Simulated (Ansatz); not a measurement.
`NC1=C(CCl)[SiH2]1` + `[F][GeH3]` → `[F][GeH2][CH2]Cl` + `NC1=C[SiH2]1`  (formal exchange of groups at a C–C bond)

Calculated with Ansatz (gas phase, PBE0-D4/def2-TZVP geometries, no zero-point term in ΔE). CBS: MP2 limit from def2 TZ/QZ plus the TZ coupled-cluster correction, frozen cores. Functionals use def2-TZVPP. For Ge outer-core shells are correlated without core-valence functions, which leaves a few kJ/mol of doubt a bond. Scalar relativity is left out up to krypton. One conformer a species, not always the lowest.

```json
{"species": "`NC1=C(CCl)[SiH2]1`", "PBE energy (Eh)": "-921.85060"}
{"species": "`[F][GeH3]`", "PBE energy (Eh)": "-2178.29726"}
{"species": "`[F][GeH2][CH2]Cl`", "PBE energy (Eh)": "-2677.00627"}
{"species": "`NC1=C[SiH2]1`", "PBE energy (Eh)": "-423.14070"}
```

(1) Work out ΔE.

Largest T1 diagnostic among the species: 0.013.

## Answers

(1) ΔE = (-2677.00627) + (-423.14070) − (-921.85060) − (-2178.29726) = 0.00089 Eh = +2.3 kJ/mol. CCSD(T)/CBS gives -1.7 kJ/mol.

The D4 term adds +5.1 kJ/mol with B3LYP and +3.2 kJ/mol with PBE0; it sums over pairs of atoms, weighted by their polarisabilities, and B3LYP, whose exchange is more repulsive, gets the larger term.

B3LYP here is the variant with VWN-RPA as its local correlation; programs differ in this.
